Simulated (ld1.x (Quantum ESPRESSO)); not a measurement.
# Varying the PAW potential for copper

Base potential:

ld1.x (Quantum ESPRESSO) 7.5 input, shortened:

```
&input
   title='Cu', zed=29., rel=0, dft='PZ', iswitch=3,
   config='[Ar] 3d10 4s1 4p0'
 /
 &inputp
   pseudotype=3, lpaw=.true., tm=.true., lloc=-2, rcloc=1.25,
   nlcc=.true., new_core_ps=.true., rcore=1.20,
   which_augfun='PSQ', rmatch_augfun_nc=.true.
 /
6
4S  1  0   1.00   0.00  2.10  2.65  0.0
4S  1  0   0.00   2.50  2.10  2.65  0.0
4P  2  1   0.00   0.00  2.75  3.20  0.0
4P  2  1   0.00   0.90  2.75  3.20  0.0
3D  3  2  10.00   0.00  1.30  1.40  0.0
3D  3  2   0.00   3.20  1.30  1.40  0.0
 &test
   configts(1)='3d10 4s1 4p0'
 /
```

Cutoffs, loose and tight: the cutoffs (Ry, on a coarse ladder) from which the occupation-weighted sum of valence levels, in a spherical-Bessel basis at the reference potential, stays within 10 and 1 mRy of its value at 400 Ry. They do not see the model core or the augmentation charge, which bear on the density cutoff. Test errors are all-electron minus pseudo excitation energies from the reference, over the configurations 3d10 4s0 4p0; 3d9 4s0 4p0; 3d8 4s0 4p0; 3d9 4s1 4p1; 3d10 4s0 4p1; 3d9 4s1 4p0; 3d7 4s0 4p0 (two spin-polarised tests are not counted in the largest error). A dash means not determined; rows that change the core or the reference have their own tests.

| change | outcome | cutoff, loose | cutoff, tight | bound ghosts | largest test error (meV) |
| --- | --- | --- | --- | --- | --- |
| base | generated | 55 Ry | 100 Ry | none | -1819 |
| waves 3d (bound): rcut 0.90, rcutus 0.96 bohr; 3d channel at 3.2 Ry: rcut 0.90, rcutus 0.96 bohr | generated | 160 Ry | 260 Ry | none | -1804 |
| waves 3d (bound): rcut 1.04, rcutus 1.10 bohr; 3d channel at 3.2 Ry: rcut 1.04, rcutus 1.10 bohr | generated | 120 Ry | 180 Ry | none | -1805 |
| waves 3d (bound): rcut 1.24, rcutus 1.32 bohr; 3d channel at 3.2 Ry: rcut 1.24, rcutus 1.32 bohr | generated | 70 Ry | 110 Ry | none | -1814 |
| waves 3d (bound): rcut 1.30, rcutus 1.54 bohr; 3d channel at 3.2 Ry: rcut 1.30, rcutus 1.54 bohr | generated | 45 Ry | 80 Ry | none | -1864 |
| waves 3d (bound): rcut 1.30, rcutus 1.74 bohr; 3d channel at 3.2 Ry: rcut 1.30, rcutus 1.74 bohr | generated | 35 Ry | 60 Ry | none | -1952 |
| waves 3d (bound): rcut 1.30, rcutus 2.10 bohr; 3d channel at 3.2 Ry: rcut 1.30, rcutus 2.10 bohr | generated | 25 Ry | 40 Ry | none | -1960 |

Q: What comes out with this change to the base: waves 3d (bound): rcut 1.30, rcutus 1.86 bohr; 3d channel at 3.2 Ry: rcut 1.30, rcutus 1.86 bohr?

A: outcome: generated; cutoff, loose: 30 Ry; cutoff, tight: 50 Ry; bound ghosts: none; largest test error (meV): -1922.

Reading the sweep of the d radius (base included, trends over the rows without a ghost): The loose cutoff falls from 160 Ry at 0.96 to 25 Ry at 2.1 bohr. A larger radius leaves more room for a smooth pseudo-wave, so fewer plane waves are needed; a smaller one forces it to follow the all-electron wave where it bends sharply. The median size of the test errors (rows with all tests solved) stays near 53.7 meV.
